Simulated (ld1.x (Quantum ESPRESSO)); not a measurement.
## fluorine: RRKJ pseudisation with PBE, scalar-relativistic reference atom.

ld1.x (Quantum ESPRESSO) 7.5 was run on this input:

```
&input
   title='F', zed=9., rel=1, dft='PBE', iswitch=3,
   config='[He] 2s2 2p5',
   nld=2, rlderiv=2.00, eminld=-4.0, emaxld=5.0, deld=0.02
 /
 &inputp
   pseudotype=2, tm=.false., lloc=-1, rcloc=1.15,
   nlcc=.true., rcore=0.55,
   file_pseudopw='F.UPF', file_wfcaegen='ae.wfc', file_wfcncgen='nc.wfc', file_beta='beta', file_chi='chi'
 /
2
2S  1  0   2.00   0.00  0.75  0.75  0.0
2P  2  1   5.00   0.00  1.85  1.85  0.0
 &test
   configts(1)='2s2 2p5'
 /
```

Command:

```bash
ld1.x < F.in > F.out
```

Resulting log (shortened: banner, matrices, multipoles, cross overlaps and the repeated all-electron block are left out):

```
Program LD1 v.7.5
     --------------------------- All-electron run ----------------------------

     F
     scalar relativistic calculation

     atomic number is  9.00
     dft =PBE   lsd =0 sic =0 latt =0  beta=0.20 tr2=1.0E-14
     Exchange-correlation= PBE
                           (   1   4   3   4   0   0   0)
     mesh =1105 r(mesh) =  99.76081 a.u. xmin = -7.00 dx = 0.01250
     1 Ry =  13.60569312 eV, c = 137.03599908

     n l     nl                  e(Ry)          e(Ha)          e(eV)
     1 0     1S 1( 2.00)       -48.7570       -24.3785      -663.3734
     2 0     2S 1( 2.00)        -2.1976        -1.0988       -29.8996
     2 1     2P 1( 5.00)        -0.8167        -0.4083       -11.1117

     final scf error:  6.3E-15 reached in  26 iterations

     Etot =    -199.489330 Ry,     -99.744665 Ha,   -2714.190600 eV

     Ekin =     199.322998 Ry,      99.661499 Ha,    2711.927538 eV
     Encl =    -477.724055 Ry,    -238.862027 Ha,   -6499.766885 eV
     Eh   =      99.339620 Ry,      49.669810 Ha,    1351.584389 eV
     Exc  =     -20.427893 Ry,     -10.213946 Ha,    -277.935642 eV

     normalization and overlap integrals

     s(1S/1S) =  1.000000  <r> =   0.1763  <r2> =    0.0420  r(max) =   0.1139
     s(2S/2S) =  1.000000  <r> =   1.0034  <r2> =    1.2282  r(max) =   0.7617
     s(2P/2P) =  1.000000  <r> =   1.1050  <r2> =    1.6384  r(max) =   0.7066

     ------------------------ End of All-electron run ------------------------

     --------------------- Generating NC pseudopotential ---------------------

      Generating local potential from pseudized AE potential:
      Matching radius rcloc =   1.1500

      Local pseudo, rcloc= 1.136 Estimated cut-off energy=    19.18 Ry

      Computing core charge for nlcc:

       r > 0.55 : true rho core
       r < 0.55 : rho core = a sin(br)/r    a=   0.76  b=   5.06

      Integrated core pseudo-charge :   0.10

      Wfc   2S  rcut= 0.743  Estimated cut-off energy=      223.04 Ry
      This function has    0 nodes for 0 < r <    0.743

      Wfc   2P  rcut= 1.827  Estimated cut-off energy=       53.81 Ry
      This function has    0 nodes for 0 < r <    1.827

     ------------------- End of pseudopotential generation -------------------

     Computing logarithmic derivative in   2.00681
     Computing logarithmic derivative in   2.00681
     Computing the partial wave expansion
     R is outside the sphere for l=    0 j= 0.00
     R is outside the sphere for l=    1 j= 0.00

     ---------------------- Testing the pseudopotential ----------------------

     F
     scalar relativistic calculation

     atomic number is  9.00   valence charge is  7.00
     dft =PBE   lsd =0 sic =0 latt =0  beta=0.20 tr2=1.0E-14
     mesh =1105 r(mesh) =  99.76081 xmin = -7.00 dx = 0.01250

     n l     nl             e AE (Ry)        e PS (Ry)    De AE-PS (Ry)
     1 0     2S   1( 2.00)       -2.19758       -2.19759        0.00001
     2 1     2P   1( 5.00)       -0.81670       -0.81670        0.00000

     eps = 2.3E-16  iter =  4

     Etot =    -199.489330 Ry,     -99.744665 Ha,   -2714.190600 eV
     Etotps =   -46.239927 Ry,     -23.119964 Ha,    -629.126260 eV

     Ekin =      28.178787 Ry,      14.089394 Ha,     383.391929 eV
     Encl =     -98.688365 Ry,     -49.344183 Ha,   -1342.723615 eV
     Ehrt =      40.174570 Ry,      20.087285 Ha,     546.602867 eV
     Ecxc =      -8.847203 Ry,      -4.423601 Ha,    -120.372327 eV
     (Ecc =      -0.097550 Ry,      -0.048775 Ha,      -1.327235 eV)
     Epseu=      -7.057716 Ry,      -3.528858 Ha,     -96.025113 eV

     ---------------------- End of pseudopotential test ----------------------
```

Generation and configuration tests took about 0.62 s on one core of a shared server CPU.

Transferability test of the new file with ld1.x, input:

```
&input
   title='F', zed=9., rel=1, dft='PBE', iswitch=2,
   config='[He] 2s2 2p5'
 /
 &test
   file_pseudo='F.UPF', nconf=8,
   configts(1)='2s2 2p5',
   configts(2)='2s2 2p4',
   configts(3)='2s2 2p3',
   configts(4)='2s2 2p2',
   configts(5)='2s2 2p5.3',
   configts(6)='2s2 2p4.5',
   configts(7)='2s1 2p5',
   configts(8)='2s2 2p1'
 /
```

```bash
ld1.x < F.test.in > F.test.out
```

Pseudopotential blocks of its output, shortened (energy terms left out; the distinct warnings before each block abridged to one line each):

```
     ---------------------- Testing the pseudopotential ----------------------

     n l     nl             e AE (Ry)        e PS (Ry)    De AE-PS (Ry)
     1 0     2S   1( 2.00)       -2.19758       -2.19759        0.00001
     2 1     2P   1( 5.00)       -0.81670       -0.81670        0.00000

     eps = 7.0E-15  iter = 13

     Etot =    -199.489330 Ry,     -99.744665 Ha,   -2714.190600 eV
     Etotps =   -46.239928 Ry,     -23.119964 Ha,    -629.126267 eV

     ---------------------- End of pseudopotential test ----------------------

          ---------------------- Testing the pseudopotential ----------------------

     n l     nl             e AE (Ry)        e PS (Ry)    De AE-PS (Ry)
     1 0     2S   1( 2.00)       -3.48292       -3.48714        0.00422
     2 1     2P   1( 4.00)       -2.08065       -2.05927       -0.02139  !

     eps = 2.0E-15  iter = 12

     Etot =    -198.064175 Ry,     -99.032088 Ha,   -2694.800384 eV
     Etotps =   -44.822123 Ry,     -22.411061 Ha,    -609.836045 eV
     dEtot_ae =       1.425155 Ry
     dEtot_ps =       1.417805 Ry,   Delta E=       0.007349 Ry

     ---------------------- End of pseudopotential test ----------------------

          Warning: n=2, l=1 expected 0 nodes, found 1
     ---------------------- Testing the pseudopotential ----------------------

     n l     nl             e AE (Ry)        e PS (Ry)    De AE-PS (Ry)
     1 0     2S   1( 2.00)       -4.99731       -4.97840       -0.01892  !
     2 1     2P   1( 3.00)       -3.60167       -3.50445       -0.09723  !

     eps = 4.2E-15  iter =  9

     Etot =    -195.242940 Ry,     -97.621470 Ha,   -2656.415526 eV
     Etotps =   -42.054302 Ry,     -21.027151 Ha,    -572.177926 eV
     dEtot_ae =       4.246390 Ry
     dEtot_ps =       4.185626 Ry,   Delta E=       0.060764 Ry

     ---------------------- End of pseudopotential test ----------------------

          ---------------------- Testing the pseudopotential ----------------------

     n l     nl             e AE (Ry)        e PS (Ry)    De AE-PS (Ry)
     1 0     2S   1( 2.00)       -6.70364       -6.61523       -0.08841  !
     2 1     2P   1( 2.00)       -5.34782       -5.09368       -0.25414  !

     eps = 6.3E-16  iter = 12

     Etot =    -190.786158 Ry,     -95.393079 Ha,   -2595.777923 eV
     Etotps =   -37.765353 Ry,     -18.882677 Ha,    -513.823808 eV
     dEtot_ae =       8.703171 Ry
     dEtot_ps =       8.474574 Ry,   Delta E=       0.228597 Ry

     ---------------------- End of pseudopotential test ----------------------

          ---------------------- Testing the pseudopotential ----------------------

     n l     nl             e AE (Ry)        e PS (Ry)    De AE-PS (Ry)
     1 0     2S   1( 2.00)       -1.86725       -1.86408       -0.00317
     2 1     2P   1( 5.30)       -0.49676       -0.49729        0.00053

     eps = 2.0E-16  iter = 14

     Etot =    -199.685554 Ry,     -99.842777 Ha,   -2716.860368 eV
     Etotps =   -46.436290 Ry,     -23.218145 Ha,    -631.797914 eV
     dEtot_ae =      -0.196224 Ry
     dEtot_ps =      -0.196362 Ry,   Delta E=       0.000138 Ry

     ---------------------- End of pseudopotential test ----------------------

          ---------------------- Testing the pseudopotential ----------------------

     n l     nl             e AE (Ry)        e PS (Ry)    De AE-PS (Ry)
     1 0     2S   1( 2.00)       -2.80814       -2.81229        0.00415
     2 1     2P   1( 4.50)       -1.41356       -1.40774       -0.00581  !

     eps = 2.0E-15  iter = 12

     Etot =    -198.934914 Ry,     -99.467457 Ha,   -2706.647396 eV
     Etotps =   -45.686605 Ry,     -22.843302 Ha,    -621.597922 eV
     dEtot_ae =       0.554415 Ry
     dEtot_ps =       0.553323 Ry,   Delta E=       0.001092 Ry

     ---------------------- End of pseudopotential test ----------------------

          ---------------------- Testing the pseudopotential ----------------------

     n l     nl             e AE (Ry)        e PS (Ry)    De AE-PS (Ry)
     1 0     2S   1( 1.00)       -3.49542       -3.53897        0.04355  !
     2 1     2P   1( 5.00)       -2.08974       -2.10476        0.01503  !

     eps = 3.1E-15  iter =  9

     Etot =    -196.660171 Ry,     -98.330085 Ha,   -2675.697932 eV
     Etotps =   -43.391070 Ry,     -21.695535 Ha,    -590.365585 eV
     dEtot_ae =       2.829159 Ry
     dEtot_ps =       2.848858 Ry,   Delta E=      -0.019699 Ry

     ---------------------- End of pseudopotential test ----------------------

          ---------------------- Testing the pseudopotential ----------------------

     n l     nl             e AE (Ry)        e PS (Ry)    De AE-PS (Ry)
     1 0     2S   1( 2.00)       -8.57765       -8.35920       -0.21845  !
     2 1     2P   1( 1.00)       -7.29740       -6.78531       -0.51209  !

     eps = 5.6E-15  iter = 16

     Etot =    -184.479831 Ry,     -92.239915 Ha,   -2509.975963 eV
     Etotps =   -31.832808 Ry,     -15.916404 Ha,    -433.107421 eV
     dEtot_ae =      15.009499 Ry
     dEtot_ps =      14.407119 Ry,   Delta E=       0.602380 Ry

     ---------------------- End of pseudopotential test ----------------------
```
